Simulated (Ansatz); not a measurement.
Cartesian coordinates (Å):
```xyz
7

C      1.7330     1.3278     1.2187
N      0.8074     0.7587     0.7866
C     -0.3176     0.1094     0.3278
C     -0.3344    -0.6096    -0.7875
H     -1.1906     0.2349     0.9556
H     -1.2458    -1.0977    -1.0998
H      0.5479    -0.7235    -1.4015
```
Charge 0, multiplicity 1.

The numbers are results of frozen-core CCSD(T)/def2-TZVPP // B3LYP-D3(BJ)/def2-TZVP in Ansatz (a first-principles code), not measurements. The restricted HF reference is unstable towards unrestricted orbitals.

```
Item                           Result
----------------------  -------------
HF energy               -169.80451 Ha
MP2 correlation energy    -0.64136 Ha
```

**Question.** Estimate the CCSD correlation energy, the (T) correction, the total energy and the T1 diagnostic.

**Answer.** 
```json
{
  "CCSD correlation energy": "-0.66350 Ha",
  "(T) correction": "-0.03366 Ha",
  "CCSD(T) total energy": "-170.50167 Ha",
  "T1 diagnostic": "0.014"
}
```
